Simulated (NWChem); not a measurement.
Isomers of CH$_{5}$F$_{2}$NOSi, each optimised at PBE0/def2-SVP with NWChem, gas phase unless a solvent is named. Flexible species stand in one conformer each, which need not be the lowest. 

A: NC[Si](O)(F)F
B: N[Si@](O)(F)CF
C: CO[Si](F)(N)F
D: N(C)[Si](F)(F)O

Q: Rank them by SMD solvation free energy in water, PBE0/def2-SVP (kcal/mol), lowest first.

A: A (-7.5), B (-6.7), D (-5.9), C (-3.6)
